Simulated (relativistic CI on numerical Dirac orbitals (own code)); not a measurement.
Tl2+: what numerical and physical settings do to a radial Dirac CI calculation

Reference input:

```
atom Tl  Z=81  charge=2  electrons=79
nucleus A=205  rms_radius_fm=5.4759
hamiltonian dirac-coulomb  breit=on  qed=on  c_scale=1
orbitals kli  potential=per-configuration
slater_scale 1
correlation none
mixing on
grid step=0.0125 r_max=86.5
scf mixing=0.4 start=green max_iterations=150 tolerance=2e-08 node_fill=0.05
configurations
  [Xe] 4f14 5d10 6s
  [Xe] 4f14 5d10 6p
end
```

Computed lowest total energy -20233.98450 Ha, first excitation 60995.0 cm⁻¹, 25 SCF steps. Runs with settings changed; * marks those that are bad on purpose:

| Changed | Outcome | Lowest level | ΔE (Ha) | First excitation (cm⁻¹) | SCF steps | Message |
| --- | --- | --- | --- | --- | --- | --- |
| SCF mixing 0.1 | converged | 6s ²S1/2 | 7.1e-09 | 60995.0 | 30 |  |
| end of the grid at 60.55 bohr, iteration limit 30, Breit term off | converged | 6s ²S1/2 | -23.7 | 60868.7 | 25 |  |
| Breit term off, start potential previous, end of the grid at 259.5 bohr | converged | 6s ²S1/2 | -23.7 | 60868.7 | 22 |  |
| Breit term off | converged | 6s ²S1/2 | -23.7 | 60868.7 | 25 |  |
| grid step 0.002 * | refused |  |  |  | 0 | the grid has 9138 points, outside 40 to 4096 |
| SCF tolerance 1e-14 * | not converged |  |  |  | 151 | SCF of 1s2 2s2 2p6 3s2 3p6 3d10 4s2 4p6 4d10 4f14 5s2 5p6 5d10 6p did not converge |

With so few configurations and no correlation, terms lie too far apart (by 10 to 50 % near neutrality), their order can be wrong, and levels of other configurations are missing.
